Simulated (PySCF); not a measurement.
Task: What does the PBE0-D3(BJ)/def2-SVP structure of InChI=1S/CH11NOSi3/c1-2-6(5)3-4/h2,6H,1,4-5H3/t6-/m0/s1 look like in three dimensions?

Result: 
Z-matrix in Å and degrees, rows numbered from 1:
```
C 
N   1  1.4429
Si  2  1.7210  1  127.03
Si  3  2.3425  2  111.96  1    45.30
O   3  1.6758  2  113.31  1   -72.61
Si  5  1.6612  3  135.50  2   -30.77
H   1  1.1055  2  113.11  3   108.61
H   1  1.1039  2  112.17  3  -129.27
H   1  1.1015  2  109.94  3   -10.56
H   2  1.0136  1  114.60  3  -175.00
H   3  1.4943  2  105.15  1   168.62
H   4  1.4972  3  110.33  2    59.09
H   4  1.4954  3  110.70  2   179.23
H   4  1.4975  3  110.88  2   -60.67
H   6  1.4897  5  108.28  3  -171.71
H   6  1.4954  5  110.70  3    68.71
H   6  1.4965  5  111.02  3   -51.81
```

Si6 (oxygen-bound silicon) is tetrahedral (angles from 108.3° to 111.0°). Of the pairs four or more bonds apart, Si4···H9 is among the closest relative to their van der Waals radii: 3.23 Å, 98 % of the sum of Bondi's values. N2 (silicon-bound nitrogen) is planar (angles 127.0°, 118.2° and 114.6°, sum 359.8°, 0.03 Å off the plane of its three neighbours). Si3 (oxygen-bound silicon) is distorted tetrahedral (angles from 104.5° to 113.3°).

Method used: PBE0-D3(BJ)/def2-SVP geometry optimisation, gas phase (PySCF).

Point group: C1 (no symmetry element, even within 0.4 Å). Not checked by PBE0-D3(BJ)/def2-SVP frequencies. The numbers are those of one conformer (C1–N2–Si3–Si4 45°, N2–Si3–O5–Si6 -31°).
